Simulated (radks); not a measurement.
Values are calculated unless marked as measured or tabulated.
The mean radii <r> (bohr) of the occupied orbitals of an atom or ion are listed with their occupations. Level of theory: scalar-relativistic Kohn-Sham, PBE, spin-polarised, spherical densities, finite nucleus; Fermi nuclear charge, rms radius of each element as measured or else 0.836 A^(1/3) + 0.57 fm (a radial shooting solver on a logarithmic mesh with Libxc functionals).

orbital  occ.      <r>
1s          2  0.03263
2s          2   0.1418
2p          6   0.1235
3s          2   0.3858
3p          6   0.3840
3d         10   0.3598

Name the element and its charge. Open shells, if any, are filled with parallel spins first.

Answer. Z = 45, rhodium, charge +17: Rh17+ in [Ar] 3d10. The 1s radius gives Z: for a bare nucleus <r> = (2 gamma + 1)/(2Z) with gamma = sqrt(1 - (Z/c)^2), 0.0321 bohr for Z = 45, and screening makes it slightly larger (0.03263 here). The occupations add up to 28, and the charge is Z minus that.
